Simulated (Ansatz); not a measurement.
Geometry optimisation, RKS PBE/def2-SVP (Ansatz).

input.yaml

```yaml
crystal:
  periodic: [false, false, false]
  atoms:
    - { symbol: Al, position_ang: [0.062989, -0.357492, 0.240609] }
    - { symbol: "N", position_ang: [-0.033071, -0.239974, 2.110192] }
    - { symbol: H, position_ang: [-0.869629, -0.454144, 2.658579] }
    - { symbol: H, position_ang: [0.807867, -0.33245, 2.68761] }
    - { symbol: O, position_ang: [1.646423, -0.356844, -0.407568] }
    - { symbol: H, position_ang: [1.823076, -0.287743, -1.358278] }
    - { symbol: O, position_ang: [-1.320727, -0.618862, -0.734267] }
    - { symbol: H, position_ang: [-2.231937, -0.471555, -0.441917] }
    - { symbol: Br, position_ang: [-0.358733, 3.179377, 0.822547] }
    - { symbol: H, position_ang: [-0.243858, 1.959787, 1.718794] }
basis:
  gaussian: { orbitals: def2-SVP }
hamiltonian:
  xc: pbe
relax:
  f_tol: 0.03
  max_steps: 50
```

Launched with:

```bash
$ ansatz run input.yaml --threads 4 --pin off --max-ram 5120MiB --backend cpu --events-out ev --progress --plain --runs-dir out
```

Where does it end, and by what steps?

The run converged. The force dipped under the threshold on the way, but the program's further checks kept it going. After 18 steps the energy has fallen by 2.093 eV; H10 moved furthest, 1.33 Å. Parted: Br9–H10 (1.52 → 3.21 Å). Joined: Al1–Br9 (3.61 → 2.32 Å), N2–H10 (2.24 → 1.03 Å).

```json
{"step": "0", "energy less start (eV)": "0.0000", "largest force component (eV/Å)": "1.346", "accepted": "yes"}
{"step": "1", "energy less start (eV)": "-0.1931", "largest force component (eV/Å)": "0.541", "accepted": "yes"}
{"step": "2", "energy less start (eV)": "-0.3016", "largest force component (eV/Å)": "1.067", "accepted": "yes"}
{"step": "3", "energy less start (eV)": "-0.4841", "largest force component (eV/Å)": "1.498", "accepted": "yes"}
{"step": "4", "energy less start (eV)": "-0.8195", "largest force component (eV/Å)": "1.627", "accepted": "yes"}
{"step": "5", "energy less start (eV)": "-1.3587", "largest force component (eV/Å)": "1.511", "accepted": "yes"}
{"step": "6", "energy less start (eV)": "-1.7389", "largest force component (eV/Å)": "1.191", "accepted": "yes"}
{"step": "7", "energy less start (eV)": "-1.9180", "largest force component (eV/Å)": "0.664", "accepted": "yes"}
{"step": "8", "energy less start (eV)": "-2.0243", "largest force component (eV/Å)": "0.315", "accepted": "yes"}
{"step": "9", "energy less start (eV)": "-2.0657", "largest force component (eV/Å)": "0.267", "accepted": "yes"}
{"step": "10", "energy less start (eV)": "-2.0554", "largest force component (eV/Å)": "1.197", "accepted": "no"}
{"step": "11", "energy less start (eV)": "-2.0763", "largest force component (eV/Å)": "0.133", "accepted": "yes"}
{"step": "12", "energy less start (eV)": "-2.0876", "largest force component (eV/Å)": "0.044", "accepted": "yes"}
{"step": "13", "energy less start (eV)": "-2.0908", "largest force component (eV/Å)": "0.015", "accepted": "yes"}
{"step": "14", "energy less start (eV)": "-2.0801", "largest force component (eV/Å)": "0.695", "accepted": "no"}
{"step": "15", "energy less start (eV)": "-2.0915", "largest force component (eV/Å)": "0.029", "accepted": "yes"}
{"step": "16", "energy less start (eV)": "-2.0915", "largest force component (eV/Å)": "0.116", "accepted": "no"}
{"step": "17", "energy less start (eV)": "-2.0920", "largest force component (eV/Å)": "0.035", "accepted": "yes"}
{"step": "18", "energy less start (eV)": "-2.0925", "largest force component (eV/Å)": "0.009", "accepted": "yes"}
```

```xyz
10
Properties=species:S:1:pos:R:3
Al -0.117 0.389 0.130
N 0.029 0.132 2.126
H -0.702 -0.513 2.457
H 0.953 -0.278 2.330
O 1.477 -0.231 -0.190
H 1.829 -0.280 -1.091
O -1.521 -0.586 -0.181
H -2.177 -0.315 -0.841
Br -0.428 2.682 -0.083
H -0.060 1.020 2.639
```

Whether the end is a true minimum wasn't checked by a vibrational analysis.

The run took 28 s on 4 threads of Arm Neoverse V1, with other jobs on the host, peak memory 0.17 GiB.
